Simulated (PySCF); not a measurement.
CH9FOSi3, SMILES [Si@@H](F)([SiH3])O[SiH2]C. The structure is a stationary point at PBE-D3(BJ)/def2-SVP. The structure was generated by enumeration; whether it is a known compound was not checked. The values are those of a single conformer.

Computed equilibrium geometry at PBE-D3(BJ)/def2-SVP (PySCF confirms it by a frequency run) as a Z-matrix (one conformer of several):
```
O
Si 1 1.6623
F 2 1.6483 1 108.60
Si 1 1.6932 2 136.68 3 49.05
H 2 1.4992 3 107.52 1 -116.22
H 4 1.5009 1 106.53 2 172.95
H 4 1.5079 6 109.22 1 117.26
C 4 1.8759 6 112.02 7 122.90
H 8 1.1086 4 110.79 6 55.06
H 8 1.1089 9 107.99 4 -120.27
H 8 1.1093 9 108.36 10 -117.51
Si 2 2.3528 5 115.19 3 119.04
H 12 1.5051 2 110.70 5 -57.80
H 12 1.5051 13 108.95 2 120.46
H 12 1.5055 13 108.93 14 118.59
```
